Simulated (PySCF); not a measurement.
Method: TPSSh-D3(BJ)/def2-TZVP // PBE-D3(BJ)/def2-SVP run with PySCF 2.14.0. All species are isolated molecules in the gas phase. One relaxed conformer stands for a flexible species; it need not be the lowest. 

Reference species: [Y(Cl)2(NH2)] (neutral, multiplicity 1).

The HOMO–LUMO gap is 4.40 eV, the charge on the central atom (Mulliken) comes out as 1.34 e and the mean distance from the central atom to its bonded neighbours is 2.350 Å. The HOMO is -6.90 eV.

Changed species: [Y(NH2)3] (3 of 3 Cl replaced by NH2; the reference has 1 of 3 Cl replaced by NH2).

Q: What does the change do to the HOMO–LUMO gap, charge on the central atom (Mulliken), mean distance from the central atom to its bonded neighbours and HOMO?

A: the HOMO–LUMO gap decreases by 0.21 eV, to 4.19 eV; the charge on the central atom (Mulliken) increases by 0.10 e, to 1.44 e; the mean distance from the central atom to its bonded neighbours decreases by 0.192 Å, to 2.158 Å; the HOMO goes up by 1.37 eV, to -5.53 eV.
